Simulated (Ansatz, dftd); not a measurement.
Reaction: GeH3F (fluorogermane, SMILES [F][GeH3]) → GeH3 (SMILES [GeH3], doublet) + F (doublet) (the F-Ge bond breaks)
Each species at its own B3LYP-D3(BJ)/def2-TZVP minimum (Ansatz, a program for electronic structure).

Wanted: bond dissociation energy (electronic), in kJ/mol. Radicals and triplets start from unrestricted determinants; spin-orbit coupling is neglected. Correlated methods leave the cores frozen (noble-gas shells, and filled d and f shells in the p block). No relativity. CBS(X,Y): correlation extrapolated as X^-3, Hartree-Fock from the larger set (Q,5: extrapolated as (X+1)exp(-9√X)). A bracket is a step between two methods taken in the basis named. Double hybrids freeze cores in their MP2 part.

| level | program | bond dissociation energy (kJ/mol) | difference against the last row |
|---|---|---|---|
| HF/cc-pVTZ | Ansatz | 374.9 | -177.3 |
| HF/cc-pVQZ | Ansatz | 380.5 | -171.7 |
| r2SCAN-D4/def2-TZVPD | Ansatz + dftd4 | 528.5 | -23.7 |
| r2SCAN/def2-TZVPD | Ansatz | 528.2 | -24.0 |
| PBE0-D3(BJ)/def2-TZVPD | Ansatz + dftd3 | 522.4 | -29.8 |
| PBE0-D4/def2-TZVPD | Ansatz + dftd4 | 522.4 | -29.8 |
| CAM-B3LYP-D4/def2-TZVPD | Ansatz + dftd4 | 538.9 | -13.3 |
| B2GP-PLYP-D3(BJ)/def2-TZVPD | Ansatz + dftd3 | 539.6 | -12.6 |
| MP2/cc-pVTZ | Ansatz | 561.7 | 9.5 |
| CCSD/cc-pVTZ | Ansatz | 517.6 | -34.6 |
| CCSD/cc-pVQZ | Ansatz | 532.4 | -19.8 |
| CCSDT(Q)/cc-pVTZ | Ansatz | 527.7 | -24.5 |
| CCSD(T)/CBS(cc-pVQZ,cc-pV5Z) + [CCSDTQ - CCSD(T)]/cc-pVDZ | Ansatz | 553.4 | 1.2 |
| CCSD(T)/CBS(cc-pVQZ,cc-pV5Z) + [CCSDT(Q) - CCSD(T)]/cc-pVTZ + [CCSDTQ - CCSDT(Q)]/cc-pVDZ | Ansatz | 552.2 | 0.0 |
